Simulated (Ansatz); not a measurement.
Steps of a relaxation of C2H8InNO2, SMILES `C[O][In]([NH2])[O]C` with RKS PBE0-D4/def2-TZVP.

```sh
$ ansatz run in.yaml --threads 8 --pin off --events-out ev --progress --plain --max-ram 18278MiB
```

```yaml
crystal:
  periodic: [false, false, false]
  atoms:
    - {symbol: C, position_ang: [-0.965490, -1.681580, 2.045910]}
    - {symbol: O, position_ang: [-0.752570, -1.881880, 0.669380]}
    - {symbol: In, position_ang: [-0.004350, -0.475360, -0.530990]}
    - {symbol: N, position_ang: [0.152550, -0.736860, -2.583490]}
    - {symbol: O, position_ang: [0.388670, 1.258650, 0.406470]}
    - {symbol: C, position_ang: [0.729900, 2.438300, -0.272520]}
    - {symbol: H, position_ang: [-0.272760, -2.308670, 2.617050]}
    - {symbol: H, position_ang: [-1.994340, -1.974620, 2.279690]}
    - {symbol: H, position_ang: [-0.824200, -0.638330, 2.348400]}
    - {symbol: H, position_ang: [-0.052200, -1.713450, -2.773810]}
    - {symbol: H, position_ang: [1.113990, -0.583340, -2.876020]}
    - {symbol: H, position_ang: [-0.116360, 3.132530, -0.264730]}
    - {symbol: H, position_ang: [1.021520, 2.265750, -1.314380]}
    - {symbol: H, position_ang: [1.575620, 2.898890, 0.249040]}
basis:
  gaussian: {orbitals: def2-TZVP}
hamiltonian: {xc: pbe0, dispersion: d4}
relax: {f_tol: 0.005, max_steps: 150}
```

Positions (Å) and forces (eV/Å) along the path, 10 of 29 steps:

```xyz
14
step=1 energy=-12957.0508 eV
C    -0.965   -1.682    2.046    0.023    0.090   -0.280
O    -0.753   -1.882    0.669    0.197    0.284   -0.445
In   -0.004   -0.475   -0.531   -0.037    0.133   -0.099
N     0.153   -0.737   -2.583    0.020    0.000    0.765
O     0.389    1.259    0.406   -0.172   -0.666   -0.144
C     0.730    2.438   -0.273    0.007   -0.281    0.128
H    -0.273   -2.309    2.617   -0.042    0.003    0.125
H    -1.994   -1.975    2.280    0.006   -0.010    0.159
H    -0.824   -0.638    2.348   -0.020   -0.007    0.144
H    -0.052   -1.713   -2.774    0.034    0.001   -0.083
H     1.114   -0.583   -2.876   -0.084    0.042   -0.043
H    -0.116    3.133   -0.265    0.015    0.134   -0.043
H     1.022    2.266   -1.314    0.045    0.125   -0.104
H     1.576    2.899    0.249    0.008    0.152   -0.080
14
step=3 energy=-12957.1103 eV
C    -0.974   -1.650    2.043    0.014   -0.015   -0.076
O    -0.778   -1.878    0.666   -0.023    0.009    0.069
In   -0.030   -0.507   -0.533   -0.018   -0.036   -0.065
N     0.107   -0.777   -2.535    0.751   -0.182   -0.364
O     0.380    1.188    0.401    0.034    0.113   -0.036
C     0.741    2.367   -0.272   -0.045   -0.092    0.096
H    -0.283   -2.267    2.630    0.007   -0.002    0.015
H    -1.996   -1.938    2.316   -0.004    0.000    0.003
H    -0.828   -0.606    2.343    0.001    0.009   -0.001
H     0.205   -1.773   -2.766   -0.063    0.561    0.086
H     0.922   -0.292   -2.944   -0.676   -0.383    0.309
H    -0.093    3.080   -0.278   -0.006    0.014   -0.008
H     1.045    2.213   -1.317    0.018   -0.004   -0.026
H     1.582    2.840    0.247    0.008    0.007   -0.004
14
step=8 energy=-12957.1304 eV
C    -0.970   -1.634    2.048   -0.004    0.016    0.006
O    -0.830   -1.872    0.668    0.003   -0.013   -0.012
In   -0.049   -0.529   -0.540   -0.003    0.007    0.016
N     0.111   -0.782   -2.529    0.011   -0.013   -0.031
O     0.370    1.165    0.399    0.004   -0.008    0.013
C     0.756    2.338   -0.261   -0.001    0.007   -0.013
H    -0.213   -2.190    2.615    0.005    0.000    0.002
H    -1.956   -1.984    2.373   -0.004   -0.004    0.003
H    -0.882   -0.576    2.323   -0.001   -0.003    0.004
H     0.211   -1.746   -2.818   -0.005    0.011    0.004
H     0.843   -0.240   -2.967   -0.007    0.000    0.002
H    -0.097    3.015   -0.400    0.007    0.000   -0.006
H     1.203    2.168   -1.253    0.002    0.002    0.012
H     1.504    2.865    0.342   -0.007   -0.001   -0.001
14
step=10 energy=-12957.1318 eV
C    -0.968   -1.633    2.051   -0.002   -0.016    0.045
O    -0.839   -1.870    0.670   -0.005   -0.011   -0.005
In   -0.057   -0.531   -0.542   -0.012    0.020    0.010
N     0.086   -0.774   -2.533   -0.026    0.004    0.020
O     0.372    1.161    0.399    0.018   -0.004    0.011
C     0.772    2.329   -0.261    0.005    0.086   -0.035
H    -0.179   -2.153    2.611   -0.022    0.018   -0.012
H    -1.934   -2.027    2.391    0.029    0.010   -0.013
H    -0.925   -0.571    2.323    0.000   -0.013   -0.012
H     0.195   -1.735   -2.827    0.005   -0.022   -0.020
H     0.805   -0.219   -2.975    0.025    0.009   -0.022
H    -0.089    2.973   -0.497    0.085   -0.048    0.010
H     1.315    2.149   -1.204   -0.040    0.010    0.083
H     1.445    2.900    0.394   -0.060   -0.044   -0.060
14
step=13 energy=-12957.1344 eV
C    -0.961   -1.638    2.052   -0.001    0.003    0.006
O    -0.844   -1.869    0.669   -0.005   -0.002   -0.002
In   -0.072   -0.520   -0.540    0.000    0.000   -0.001
N     0.054   -0.761   -2.534    0.007   -0.005   -0.009
O     0.368    1.166    0.407    0.016   -0.001    0.006
C     0.790    2.324   -0.259    0.017    0.082   -0.058
H    -0.144   -2.124    2.601   -0.003    0.004   -0.001
H    -1.905   -2.069    2.406    0.007    0.001   -0.003
H    -0.956   -0.574    2.322   -0.001   -0.007    0.000
H     0.147   -1.722   -2.835   -0.003    0.006    0.003
H     0.776   -0.213   -2.983   -0.006   -0.001    0.004
H    -0.061    2.913   -0.638    0.084   -0.046    0.029
H     1.461    2.127   -1.113   -0.059    0.018    0.087
H     1.345    2.959    0.445   -0.052   -0.052   -0.061
14
step=14 energy=-12957.1355 eV
C    -0.959   -1.638    2.052    0.003   -0.002    0.003
O    -0.848   -1.866    0.668   -0.004    0.002    0.002
In   -0.075   -0.517   -0.540   -0.002   -0.003   -0.011
N     0.042   -0.757   -2.536   -0.003    0.003    0.020
O     0.374    1.166    0.409    0.005   -0.005    0.005
C     0.796    2.322   -0.259    0.022    0.056   -0.040
H    -0.134   -2.118    2.595   -0.005    0.004   -0.002
H    -1.896   -2.079    2.411    0.006    0.001   -0.003
H    -0.962   -0.575    2.324   -0.001   -0.005    0.000
H     0.134   -1.719   -2.835    0.000    0.000   -0.005
H     0.762   -0.209   -2.986    0.001   -0.001   -0.004
H    -0.048    2.886   -0.685    0.054   -0.030    0.021
H     1.509    2.125   -1.077   -0.044    0.014    0.056
H     1.305    2.980    0.458   -0.033   -0.033   -0.040
14
step=15 energy=-12957.1362 eV
C    -0.956   -1.640    2.052    0.001   -0.003    0.001
O    -0.853   -1.864    0.667   -0.003    0.003    0.004
In   -0.078   -0.513   -0.540    0.001   -0.002   -0.006
N     0.029   -0.751   -2.536   -0.001   -0.001    0.010
O     0.379    1.166    0.412    0.004   -0.004    0.001
C     0.804    2.321   -0.258    0.019    0.058   -0.032
H    -0.120   -2.108    2.589   -0.004    0.004   -0.002
H    -1.884   -2.095    2.416    0.006    0.002   -0.003
H    -0.973   -0.578    2.326    0.000   -0.004    0.000
H     0.106   -1.713   -2.839    0.001    0.005   -0.001
H     0.755   -0.211   -2.988   -0.002   -0.002   -0.004
H    -0.029    2.852   -0.743    0.071   -0.033    0.031
H     1.568    2.126   -1.030   -0.056    0.023    0.062
H     1.253    3.007    0.473   -0.036   -0.046   -0.062
14
step=18 energy=-12957.1378 eV
C    -0.949   -1.644    2.055    0.001   -0.003    0.001
O    -0.861   -1.860    0.667   -0.004    0.000    0.003
In   -0.089   -0.508   -0.540    0.002    0.000    0.004
N     0.000   -0.739   -2.536   -0.002    0.001   -0.005
O     0.370    1.171    0.413    0.006    0.008   -0.007
C     0.822    2.316   -0.258    0.006    0.016   -0.005
H    -0.090   -2.085    2.578   -0.004    0.003   -0.001
H    -1.856   -2.131    2.431    0.005    0.002   -0.002
H    -0.998   -0.584    2.331    0.000   -0.002    0.000
H     0.066   -1.699   -2.847    0.000   -0.002    0.001
H     0.722   -0.200   -2.995    0.001    0.002   -0.002
H     0.037    2.786   -0.869    0.031   -0.013    0.019
H     1.683    2.123   -0.917   -0.029    0.010    0.025
H     1.144    3.054    0.487   -0.013   -0.022   -0.033
14
step=21 energy=-12957.1385 eV
C    -0.945   -1.647    2.056    0.002   -0.001    0.000
O    -0.868   -1.857    0.667   -0.002    0.000    0.001
In   -0.096   -0.504   -0.539    0.001    0.000    0.000
N    -0.022   -0.730   -2.537   -0.001    0.000    0.002
O     0.366    1.175    0.413    0.002   -0.002   -0.001
C     0.836    2.312   -0.258    0.001    0.007   -0.006
H    -0.067   -2.058    2.569   -0.002    0.002    0.000
H    -1.830   -2.166    2.441    0.002    0.000   -0.001
H    -1.028   -0.589    2.335    0.000   -0.002    0.000
H     0.037   -1.689   -2.850    0.000    0.002   -0.001
H     0.699   -0.194   -2.999    0.000   -0.001   -0.001
H     0.093    2.737   -0.949    0.012   -0.003    0.008
H     1.755    2.125   -0.833   -0.012    0.003    0.010
H     1.071    3.084    0.485   -0.003   -0.004   -0.011
14
step=29 energy=-12957.1388 eV
C    -0.943   -1.652    2.058    0.000    0.000    0.000
O    -0.878   -1.854    0.667   -0.001    0.000    0.000
In   -0.108   -0.497   -0.537    0.000    0.000    0.000
N    -0.056   -0.713   -2.537    0.000    0.000    0.001
O     0.360    1.182    0.412    0.001    0.000    0.000
C     0.861    2.306   -0.258    0.000    0.000   -0.001
H    -0.024   -1.986    2.557   -0.001    0.000    0.000
H    -1.774   -2.244    2.457    0.001    0.000    0.000
H    -1.111   -0.605    2.339    0.000   -0.001    0.000
H    -0.012   -1.671   -2.856    0.000    0.000    0.000
H     0.666   -0.183   -3.004    0.000    0.000    0.000
H     0.195    2.665   -1.056    0.001    0.000    0.002
H     1.850    2.130   -0.706   -0.002    0.000    0.001
H     0.974    3.122    0.464    0.000    0.000   -0.001
```

Hardware: 8 threads of an Arm Neoverse V1 on a shared host. Wall time 93 s, peak host memory 0.85 GiB.
